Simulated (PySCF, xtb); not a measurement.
C₄H₁₀BN, SMILES CC1CB(N)C1.

GFN2-xTB (xtb) at its own geometry gives an orbital gap of 5.51 eV and a dipole moment of 2.08 D.

The structure is a stationary point at B3LYP-D3(BJ)/def2-SVP. The structure was generated by enumeration, and PubChem lists no compound with its InChIKey, so it may never have been made. The values are those of a single conformer.

### Question
What does ωB97X/def2-TZVP (PySCF) give? (The exact figures need the calculation; the answer reports its results.)

### Answer
gap 13.05 eV (levels -10.19 and 2.86 eV), dipole 1.64 D.
